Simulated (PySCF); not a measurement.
F2Sc, doublet, at a GFN2-xTB geometry (such geometries of metal compounds can be far from the true shape) (the multiplicity is a formal guess), with bond 2-1 at 1.4 times its length; PySCF with CASSCF(3,4)/6-31G*.

The PySCF input:
```python
from pyscf import gto, scf, mcscf
import numpy

mol = gto.M(
    atom='''
Sc    0.422140    0.277792    0.224280
F    -1.128783    0.888827   -1.747543
F    -0.299333   -1.362428    0.660845
''',
    basis='6-31g*',
    charge=0,
    spin=1,
    verbose=4,
)

mf = scf.ROHF(mol)
mf.kernel()
mc = mcscf.CASSCF(mf, 4, 3)
mc.fix_spin_(ss=0.75)
mc.kernel()
occ = numpy.linalg.eigvalsh(mc.fcisolver.make_rdm1(mc.ci, mc.ncas, mc.nelecas))[::-1]
ss = mc.fcisolver.spin_square(mc.ci, mc.ncas, mc.nelecas)[0]
print('natural occupations', occ.round(4), ' <S^2>', round(ss, 4))
```

Problem. Write the output that PySCF gives for this input, abridged.

Solution. 
```
PySCF version 2.14.0

[INPUT] verbose = 4
[INPUT] num. atoms = 3
[INPUT] num. electrons = 39
[INPUT] charge = 0
[INPUT] spin (= nelec alpha-beta = 2S) = 1
[INPUT] symmetry False subgroup None
[INPUT] Mole.unit = angstrom
[INPUT] Symbol           X                Y                Z      unit          X                Y                Z       unit  Magmom
[...]
nuclear repulsion = 105.572859371977
number of shells = 24
number of NR pGTOs = 151
number of NR cGTOs = 62
basis = 6-31g*
ecp = {}

******** <class 'pyscf.scf.rohf.ROHF'> ********
method = ROHF
initial guess = minao
damping factor = 0
level_shift factor = 0
DIIS = <class 'pyscf.scf.diis.CDIIS'>
diis_start_cycle = 1
diis_space = 8
diis_damp = 0
SCF conv_tol = 1e-09
SCF conv_tol_grad = None
SCF max_cycles = 50
direct_scf = True
direct_scf_tol = 1e-13
num. doubly occ = 19  num. singly occ = 1
Set gradient conv threshold to 3.16228e-05
init E= -957.930923277219
[...]
cycle= 1 E= -958.441184197516  delta_E= -0.51  |g|= 0.851  |ddm|= 1.04
[...]
cycle= 2 E= -958.488932041783  delta_E= -0.0477  |g|= 0.821  |ddm|= 0.918
[...]
cycle= 3 E= -958.616768155273  delta_E= -0.128  |g|= 0.0576  |ddm|= 0.438
[...]
cycle= 4 E= -958.620415726279  delta_E= -0.00365  |g|= 0.0305  |ddm|= 0.122
[...]
cycle= 5 E= -958.621504587281  delta_E= -0.00109  |g|= 0.014  |ddm|= 0.0612
[...]
cycle= 6 E= -958.62211603329  delta_E= -0.000611  |g|= 0.00976  |ddm|= 0.0477
[...]
cycle= 7 E= -958.622707625904  delta_E= -0.000592  |g|= 0.00644  |ddm|= 0.0687
[...]
cycle= 8 E= -958.622973767909  delta_E= -0.000266  |g|= 0.00366  |ddm|= 0.0549
[...]
cycle= 9 E= -958.623082006859  delta_E= -0.000108  |g|= 0.00239  |ddm|= 0.038
[...]
cycle= 10 E= -958.623136002096  delta_E= -5.4e-05  |g|= 0.00204  |ddm|= 0.02
[...]
cycle= 11 E= -958.623192963832  delta_E= -5.7e-05  |g|= 0.00198  |ddm|= 0.023
[...]
cycle= 12 E= -958.623256943354  delta_E= -6.4e-05  |g|= 0.00182  |ddm|= 0.029
[...]
cycle= 13 E= -958.62338167852  delta_E= -0.000125  |g|= 0.00178  |ddm|= 0.0637
[...]
cycle= 14 E= -958.623451820871  delta_E= -7.01e-05  |g|= 0.0018  |ddm|= 0.0427
[...]
cycle= 15 E= -958.6234153706  delta_E= 3.65e-05  |g|= 0.00279  |ddm|= 0.0221
[...]
cycle= 16 E= -958.623669709116  delta_E= -0.000254  |g|= 0.00634  |ddm|= 0.207
[...]
cycle= 17 E= -958.623681575646  delta_E= -1.19e-05  |g|= 0.00618  |ddm|= 0.0114
[...]
cycle= 18 E= -958.623667940038  delta_E= 1.36e-05  |g|= 0.0059  |ddm|= 0.015
[...]
cycle= 19 E= -958.623676682421  delta_E= -8.74e-06  |g|= 0.00668  |ddm|= 0.0131
[...]
cycle= 20 E= -958.62367767612  delta_E= -9.94e-07  |g|= 0.00712  |ddm|= 0.00661
[...]
cycle= 21 E= -958.623689011154  delta_E= -1.13e-05  |g|= 0.00625  |ddm|= 0.00472
[...]
cycle= 22 E= -958.623750520408  delta_E= -6.15e-05  |g|= 0.00522  |ddm|= 0.0466
[...]
cycle= 23 E= -958.623745046799  delta_E= 5.47e-06  |g|= 0.00408  |ddm|= 0.0119
[...]
cycle= 24 E= -958.623682731482  delta_E= 6.23e-05  |g|= 0.00112  |ddm|= 0.0647
[...]
cycle= 25 E= -958.62368314417  delta_E= -4.13e-07  |g|= 0.00118  |ddm|= 0.00128
[...]
cycle= 26 E= -958.623689415578  delta_E= -6.27e-06  |g|= 0.000938  |ddm|= 0.00557
[...]
cycle= 27 E= -958.623714647692  delta_E= -2.52e-05  |g|= 0.000913  |ddm|= 0.0213
[...]
cycle= 28 E= -958.623772402583  delta_E= -5.78e-05  |g|= 0.00146  |ddm|= 0.0489
[...]
cycle= 29 E= -958.623661330628  delta_E= 0.000111  |g|= 0.00254  |ddm|= 0.0922
[...]
cycle= 30 E= -958.623787907213  delta_E= -0.000127  |g|= 0.00192  |ddm|= 0.106
[...]
cycle= 31 E= -958.62392148647  delta_E= -0.000134  |g|= 0.00778  |ddm|= 0.168
[...]
cycle= 32 E= -958.623924162  delta_E= -2.68e-06  |g|= 0.00583  |ddm|= 0.0276
[...]
cycle= 33 E= -958.623938086835  delta_E= -1.39e-05  |g|= 0.00741  |ddm|= 0.0366
[...]
cycle= 34 E= -958.62395405255  delta_E= -1.6e-05  |g|= 0.00873  |ddm|= 0.0526
[...]
cycle= 35 E= -958.623693273157  delta_E= 0.000261  |g|= 0.0144  |ddm|= 0.164
[...]
cycle= 36 E= -958.623419817906  delta_E= 0.000273  |g|= 0.00454  |ddm|= 0.641
[...]
cycle= 37 E= -958.623646030793  delta_E= -0.000226  |g|= 0.00233  |ddm|= 0.164
[...]
cycle= 38 E= -958.62370905267  delta_E= -6.3e-05  |g|= 0.0045  |ddm|= 0.0648
[...]
cycle= 39 E= -958.623791083695  delta_E= -8.2e-05  |g|= 0.0137  |ddm|= 0.367
[...]
cycle= 40 E= -958.623704239233  delta_E= 8.68e-05  |g|= 0.015  |ddm|= 0.0306
[...]
cycle= 41 E= -958.623654202876  delta_E= 5e-05  |g|= 0.0158  |ddm|= 0.00989
[...]
cycle= 42 E= -958.624027533369  delta_E= -0.000373  |g|= 0.00212  |ddm|= 0.156
[...]
cycle= 43 E= -958.623255406866  delta_E= 0.000772  |g|= 0.0186  |ddm|= 0.264
[...]
cycle= 44 E= -958.619164019959  delta_E= 0.00409  |g|= 0.0536  |ddm|= 0.276
[...]
cycle= 45 E= -958.621804208361  delta_E= -0.00264  |g|= 0.0284  |ddm|= 0.13
[...]
cycle= 46 E= -958.624049594302  delta_E= -0.00225  |g|= 0.00631  |ddm|= 0.324
[...]
cycle= 47 E= -958.624021082271  delta_E= 2.85e-05  |g|= 0.000957  |ddm|= 0.101
[...]
cycle= 48 E= -958.624056883975  delta_E= -3.58e-05  |g|= 0.00255  |ddm|= 0.0414
[...]
cycle= 49 E= -958.624067429672  delta_E= -1.05e-05  |g|= 0.00167  |ddm|= 0.01
[...]
cycle= 50 E= -958.624094323182  delta_E= -2.69e-05  |g|= 0.00366  |ddm|= 0.0567
SCF not converged.
SCF energy = -958.624094323182

******** <class 'pyscf.mcscf.mc1step.CASSCF'> ********
CAS (2e+1e, 4o), ncore = 18, nvir = 40
max_cycle_macro = 50
max_cycle_micro = 4
conv_tol = 1e-07
conv_tol_grad = None
orbital rotation max_stepsize = 0.02
orbital rotation threshold for CI restart = 0.01
augmented hessian ah_max_cycle = 30
augmented hessian ah_conv_tol = 1e-12
augmented hessian ah_linear dependence = 1e-14
augmented hessian ah_level shift = 1e-08
augmented hessian ah_start_tol = 2.5
augmented hessian ah_start_cycle = 3
augmented hessian ah_grad_trust_region = 3
kf_trust_region = 3
kf_interval = 4
ci_response_space = 4
ci_grad_trust_region = 3
with_dep4 0
natorb = False
canonicalization = True
sorting_mo_energy = False
ao2mo_level = 2
internal_rotation = False
******** <class 'pyscf.fci.addons.SpinPenaltyFCISolver'> ********
[...]
CASCI E = -958.624220957232  S^2 = 0.7500000
[...]
macro iter  22 (  3 JK    1 micro), CASSCF E = -958.645664097457  dE = -3.52506515e-06  S^2 = 0.7500000
               |grad[o]|=0.00126  |grad[c]|=0.00113  |ddm|=0.00223  |maxRot[o]|=0.00228
macro iter  23 (  3 JK    1 micro), CASSCF E = -958.645667501825  dE = -3.40436804e-06  S^2 = 0.7500000
               |grad[o]|=0.00124  |grad[c]|=0.00111  |ddm|=0.00219  |maxRot[o]|=0.00225
macro iter  24 (  3 JK    1 micro), CASSCF E = -958.645670784670  dE = -3.28284489e-06  S^2 = 0.7500000
               |grad[o]|=0.00121  |grad[c]|=0.00109  |ddm|=0.00215  |maxRot[o]|=0.00221
macro iter  25 (  3 JK    1 micro), CASSCF E = -958.645673945298  dE = -3.16062858e-06  S^2 = 0.7500000
               |grad[o]|=0.00119  |grad[c]|=0.00107  |ddm|=0.00211  |maxRot[o]|=0.00218
macro iter  26 (  3 JK    1 micro), CASSCF E = -958.645676983208  dE = -3.03790944e-06  S^2 = 0.7500000
               |grad[o]|=0.00117  |grad[c]|=0.00104  |ddm|=0.00207  |maxRot[o]|=0.00214
macro iter  27 (  3 JK    1 micro), CASSCF E = -958.645679898139  dE = -2.91493131e-06  S^2 = 0.7500000
               |grad[o]|=0.00115  |grad[c]|=0.00102  |ddm|=0.00203  |maxRot[o]|=0.0021
macro iter  28 (  3 JK    1 micro), CASSCF E = -958.645682690158  dE = -2.79201845e-06  S^2 = 0.7500000
               |grad[o]|=0.00112  |grad[c]|=0.001  |ddm|=0.00199  |maxRot[o]|=0.00205
macro iter  29 (  3 JK    1 micro), CASSCF E = -958.645685359597  dE = -2.66943971e-06  S^2 = 0.7500000
               |grad[o]|=0.0011  |grad[c]|=0.000977  |ddm|=0.00194  |maxRot[o]|=0.00201
macro iter  30 (  3 JK    1 micro), CASSCF E = -958.645687907127  dE = -2.54752979e-06  S^2 = 0.7500000
               |grad[o]|=0.00107  |grad[c]|=0.000954  |ddm|=0.0019  |maxRot[o]|=0.00197
macro iter  31 (  3 JK    1 micro), CASSCF E = -958.645690333717  dE = -2.42659030e-06  S^2 = 0.7500000
               |grad[o]|=0.00105  |grad[c]|=0.000931  |ddm|=0.00185  |maxRot[o]|=0.00192
macro iter  32 (  3 JK    1 micro), CASSCF E = -958.645692640720  dE = -2.30700232e-06  S^2 = 0.7500000
               |grad[o]|=0.00102  |grad[c]|=0.000907  |ddm|=0.00181  |maxRot[o]|=0.00188
macro iter  33 (  3 JK    1 micro), CASSCF E = -958.645694829766  dE = -2.18904631e-06  S^2 = 0.7500000
               |grad[o]|=0.000995  |grad[c]|=0.000883  |ddm|=0.00176  |maxRot[o]|=0.00183
macro iter  34 (  3 JK    1 micro), CASSCF E = -958.645696902858  dE = -2.07309176e-06  S^2 = 0.7500000
               |grad[o]|=0.000969  |grad[c]|=0.000859  |ddm|=0.00171  |maxRot[o]|=0.00178
macro iter  35 (  3 JK    1 micro), CASSCF E = -958.645698862299  dE = -1.95944142e-06  S^2 = 0.7500000
               |grad[o]|=0.000942  |grad[c]|=0.000835  |ddm|=0.00167  |maxRot[o]|=0.00173
macro iter  36 (  3 JK    1 micro), CASSCF E = -958.645700710679  dE = -1.84837995e-06  S^2 = 0.7500000
               |grad[o]|=0.000916  |grad[c]|=0.000811  |ddm|=0.00162  |maxRot[o]|=0.00168
macro iter  37 (  3 JK    1 micro), CASSCF E = -958.645702450891  dE = -1.74021193e-06  S^2 = 0.7500000
               |grad[o]|=0.000889  |grad[c]|=0.000786  |ddm|=0.00157  |maxRot[o]|=0.00164
macro iter  38 (  3 JK    1 micro), CASSCF E = -958.645704085877  dE = -1.63498623e-06  S^2 = 0.7500000
               |grad[o]|=0.000862  |grad[c]|=0.000762  |ddm|=0.00151  |maxRot[o]|=0.00159
macro iter  39 (  3 JK    1 micro), CASSCF E = -958.645705613017  dE = -1.52713983e-06  S^2 = 0.7500000
               |grad[o]|=0.000833  |grad[c]|=0.000737  |ddm|=0.00146  |maxRot[o]|=0.00153
macro iter  40 (  3 JK    1 micro), CASSCF E = -958.645707043029  dE = -1.43001182e-06  S^2 = 0.7500000
               |grad[o]|=0.000806  |grad[c]|=0.000713  |ddm|=0.00142  |maxRot[o]|=0.00148
macro iter  41 (  3 JK    1 micro), CASSCF E = -958.645708379416  dE = -1.33638719e-06  S^2 = 0.7500000
               |grad[o]|=0.00078  |grad[c]|=0.000689  |ddm|=0.00137  |maxRot[o]|=0.00143
macro iter  42 (  3 JK    1 micro), CASSCF E = -958.645709626035  dE = -1.24661835e-06  S^2 = 0.7500000
               |grad[o]|=0.000753  |grad[c]|=0.000665  |ddm|=0.00132  |maxRot[o]|=0.00138
macro iter  43 (  3 JK    1 micro), CASSCF E = -958.645710786771  dE = -1.16073693e-06  S^2 = 0.7500000
               |grad[o]|=0.000727  |grad[c]|=0.000641  |ddm|=0.00127  |maxRot[o]|=0.00134
macro iter  44 (  3 JK    1 micro), CASSCF E = -958.645711865626  dE = -1.07885432e-06  S^2 = 0.7500000
               |grad[o]|=0.000701  |grad[c]|=0.000618  |ddm|=0.00123  |maxRot[o]|=0.00129
macro iter  45 (  3 JK    1 micro), CASSCF E = -958.645712866601  dE = -1.00097509e-06  S^2 = 0.7500000
               |grad[o]|=0.000676  |grad[c]|=0.000595  |ddm|=0.00118  |maxRot[o]|=0.00124
macro iter  46 (  3 JK    1 micro), CASSCF E = -958.645713793723  dE = -9.27122073e-07  S^2 = 0.7500000
               |grad[o]|=0.00065  |grad[c]|=0.000573  |ddm|=0.00114  |maxRot[o]|=0.00119
macro iter  47 (  3 JK    1 micro), CASSCF E = -958.645714650991  dE = -8.57267992e-07  S^2 = 0.7500000
               |grad[o]|=0.000626  |grad[c]|=0.000551  |ddm|=0.00109  |maxRot[o]|=0.00115
macro iter  48 (  3 JK    1 micro), CASSCF E = -958.645715442363  dE = -7.91371690e-07  S^2 = 0.7500000
               |grad[o]|=0.000601  |grad[c]|=0.000529  |ddm|=0.00105  |maxRot[o]|=0.0011
macro iter  49 (  3 JK    1 micro), CASSCF E = -958.645716171750  dE = -7.29387807e-07  S^2 = 0.7500000
               |grad[o]|=0.000578  |grad[c]|=0.000508  |ddm|=0.00101  |maxRot[o]|=0.00106
macro iter  50 (  3 JK    1 micro), CASSCF E = -958.645716842953  dE = -6.71202883e-07  S^2 = 0.7500000
               |grad[o]|=0.000554  |grad[c]|=0.000487  |ddm|=0.000968  |maxRot[o]|=0.00102
1-step CASSCF not converged,  50 macro (300 JK  92 micro) steps
CASSCF canonicalization
Density matrix diagonal elements [1.96075417e+00 9.81761543e-01 5.64506714e-02 1.03361943e-03]
CASSCF energy = -958.645716842953
CASCI E = -958.645716842953  E(CI) = -2.41206448073649  S^2 = 0.7500000
natural occupations [1.9671e+00 9.9970e-01 3.2200e-02 1.0000e-03]  <S^2> 0.75
```

The run did not converge; its last values are not results.
